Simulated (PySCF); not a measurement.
PySCF 2.14 output of an unrestricted r2SCAN calculation on a single atom or ion in aug-cc-pV(T+d)Z with one added diffuse shell each of s, p, d, f type (7s6p5d3f, 71 functions), with no relativity, point nucleus:

```
SCF conv_tol = 1e-09
number electrons alpha = 6  beta = 5
    J. W. Furness, A. D. Kaplan, J. Ning, J. P. Perdew, and J. Sun.,  J. Phys. Chem. Lett. 11, 8208-8215 (2020)
    J. W. Furness, A. D. Kaplan, J. Ning, J. P. Perdew, and J. Sun.,  J. Phys. Chem. Lett. 11, 9248-9248 (2020)
    J. W. Furness, A. D. Kaplan, J. Ning, J. P. Perdew, and J. Sun.,  J. Phys. Chem. Lett. 11, 8208-8215 (2020)
    J. W. Furness, A. D. Kaplan, J. Ning, J. P. Perdew, and J. Sun.,  J. Phys. Chem. Lett. 11, 9248-9248 (2020)
cycle= 1 E= -241.206636897318  delta_E= -0.00195  |g|= 0.0108  |ddm|= 0.257
cycle= 2 E= -241.206665028496  delta_E= -2.81e-05  |g|= 0.005  |ddm|= 0.0363
cycle= 3 E= -241.20666911558  delta_E= -4.09e-06  |g|= 0.000171  |ddm|= 0.00472
cycle= 4 E= -241.206669152526  delta_E= -3.69e-08  |g|= 5.43e-06  |ddm|= 0.00199
cycle= 5 E= -241.20666915255  delta_E= -2.41e-11  |g|= 1.67e-07  |ddm|= 2.95e-05
converged SCF energy = -241.20666915255  <S^2> = 0.75002316  2S+1 = 2.0000232
```

The run itself started from symmetry-adapted Hartree-Fock orbitals and held the occupation by maximum overlap, on a logarithmic radial grid, so the iterations belong to that start.

Task: Which element, charge and spin multiplicity is this?

Result: Al²⁺ (aluminium, charge +2), multiplicity 2; the state was [Ne] 3p1, 2P determinant (an excited configuration).
